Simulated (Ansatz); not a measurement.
Saddle point of SnH4BrF, singlet (SnH₃F ([F][SnH3]) + HBr → SnH₃Br ([Br][SnH3]) + HF; bonds formed: Sn1–Br7, F2–H6; bonds broken: Sn1–F2, H6–Br7), PBE0-D4/def2-TZVP structure:

```tsv
atom	x (Å)	y (Å)	z (Å)
Sn1	-0.5925	-0.5497	0.0394
F2	1.4573	-0.2006	-0.4448
H3	-0.2760	-2.1684	-0.4065
H4	-1.6179	0.2041	-1.0721
H5	-0.8564	-0.4105	1.7028
H6	1.3886	0.8726	-0.1835
Br7	0.4969	2.2526	0.3647
```

Energies are electronic, without zero-point energy. Barriers and step energies count from the start structure reached by relaxing down the imaginary mode; all methods use the PBE0-D4 structures, on which another method's saddle can fall below an end. Computed with Ansatz 0.2.0 (basis: def2-TZVPP, with def2-QZVPP for the basis limit); correlated methods freeze the cores. Filled d shells of the heavier atoms are correlated. Core potentials replace the inner electrons of the atoms past krypton. The def2 sets are not built for correlating such inner shells, so the correlated values are less sure here. B3LYP uses VWN-RPA correlation. Extrapolation: Hartree–Fock as exp(−7.88 √X), correlation as X^−2.97.

| method | barrier (kcal/mol) | step energy (kcal/mol) |
| --- | --- | --- |
| SPW92 | 0.74 | -11.34 |
| PBE-D4 | 5.92 | -11.17 |
| BLYP-D4 | ? | -8.88 |
| r2SCAN-D4 | 7.13 | -10.54 |
| B97M-V | 11.54 | -8.35 |
| PBE0-D4 | 7.70 | -13.03 |
| B3LYP-D4 | 10.22 | -10.52 |
| r2SCAN0-D4 | ? | -12.54 |
| BHLYP-D4 | ? | -12.01 |
| CAM-B3LYP-D4 | 11.37 | -9.31 |
| wB97X-V | 10.97 | -10.43 |
| wB97M-V | 9.53 | -11.34 |
| B2PLYP | 11.36 | -10.60 |
| PBE-QIDH | 9.48 | -13.47 |
| RPA on PBE | 12.87 | -9.93 |
| HF | 19.19 | -12.40 |
| MP2 | 10.36 | -12.80 |
| CCSD | 13.53 | -11.79 |
| CCSD(T) | 12.02 | -11.55 |

**Question.** Fill in the withheld barriers. (To be estimated.)

**Answer.** The calculation gives: r2SCAN0-D4 8.21; BHLYP-D4 12.07; BLYP-D4 9.16 kcal/mol. Each is the energy of the saddle less that of the start structure, by the same method.

For comparison, the barrier by CCSD(T) at an estimated basis limit (MP2 extrapolated from triple and quadruple zeta, plus CCSD(T) − MP2 in triple zeta) is 10.24 kcal/mol.

T1 diagnostic: at most 0.012. The end structure is not quite a true minimum (one mode of 41i cm⁻¹).

Labels in which every atom is bracketed show which atoms are joined, not bond orders.

For scale, one of the runs: CCSD(T)/def2-TZVPP, 185 basis functions, launched by `ansatz run in.yaml --threads 4 --pin off --events-out ev --progress --plain --max-ram 9574MiB`. Time: 83 s of wall clock on 4 CPU threads of an Arm Neoverse V2; the host was shared. Peak host memory: 2.3 GiB.
